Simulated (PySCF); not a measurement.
**Frontier orbitals and the lowest excitations**

Compound: (H2Al-mu-OH)3.
Structure used (PBE0-D3(BJ)/def2-SVP), in Å, numbered top down from 1:
```xyz
15
Al3H9O3 angstrom
Al     1.7901    0.8242   -0.2180
H      3.0543    0.1209   -0.8756
H      1.8326    2.2345    0.5111
O      0.3351    0.8791   -1.3854
Al    -0.9813   -0.4364   -1.4438
H     -0.2516   -1.8329   -1.6384
H     -2.1420    0.1343   -2.3751
O     -1.6465   -0.3627    0.2955
Al    -0.5842   -0.4736    1.8282
H     -0.6901   -1.9063    2.5086
H     -0.7578    0.8973    2.6111
O      1.0131   -0.4808    0.8668
H      0.1223    1.7174   -1.8106
H     -2.5504   -0.0396    0.3838
H      1.4236   -1.3516    0.7858
```

Computed with TDDFT wB97X-D/def2-SVPD, vertical, gas phase, core orbitals frozen in the response in PySCF.

Frontier orbitals with the atoms that hold most of them (Löwdin shares over 4%, at most four atoms; ? is withheld):

```csv
orbital,ε (eV),atoms
HOMO-3,-11.28,"Al5 20%, H7 14%, H6 13%, O8 10%"
HOMO-2,-10.21,"Al5 28%, H7 22%, H6 21%, Al9 6%"
HOMO-1,-10.07,"Al1 16%, H3 13%, H2 12%, Al9 10%"
HOMO,?,?
LUMO,1.13,?
LUMO+1,1.23,"Al1 20%, Al9 14%, Al5 13%, O8 12%"
LUMO+2,1.26,"Al1 19%, Al9 17%, O12 14%, O4 11%"
```

**Question.** Give the leading atoms of the LUMO.

**Answer.** Al5 (bonded to 2 O and 2 H) 30%; Al9 (bonded to 2 O and 2 H) 20%; O8 (bonded to 2 Al and H) 11%; Al1 (bonded to 2 O and 2 H) 9%. By element: aluminium 60%, oxygen 11% or more.

**Question.** Give the leading atoms of the HOMO.

**Answer.** Al9 (bonded to 2 O and 2 H) 19%; Al1 (bonded to 2 O and 2 H) 16%; H10 (bonded to Al) 16%; H11 (bonded to Al) 14%. By element: aluminium 35% or more, hydrogen 29% or more.

**Question.** What is the HOMO energy, and the HOMO–LUMO gap?

**Answer.** ε(HOMO) = -9.93 eV; the gap is 11.06 eV (0.4065 hartree).

**Question.** The HOMO–LUMO gap is 11.06 eV. Where does the response calculation put the lowest singlet, and from which orbitals?

**Answer.** S1 is at 6.76 eV (f = 0.0011), 4.30 eV below the gap, made of HOMO→LUMO+2 (43%), HOMO→LUMO+1 (15%), HOMO-1→LUMO+1 (13%). Its leading pair isn't HOMO and LUMO; the energies of that pair differ by 11.19 eV. 

Next come S2 at 6.84 eV (f 0.0004), HOMO-1→LUMO+2 (39%), HOMO→LUMO+1 (17%), HOMO→LUMO+2 (10%); S3 at 7.13 eV (f 0.0024), HOMO-2→LUMO+1 (42%), HOMO-1→LUMO+1 (13%); S4 at 7.21 eV (f 0.0070), HOMO→LUMO (37%), HOMO→LUMO+2 (10%), HOMO→LUMO+3 (8%); S5 at 7.31 eV (f 0.102), HOMO-1→LUMO (27%), HOMO-2→LUMO (24%), HOMO-1→LUMO+1 (13%).

Löwdin shares depend on the basis, the more so with diffuse functions.

One conformer stands for the species.
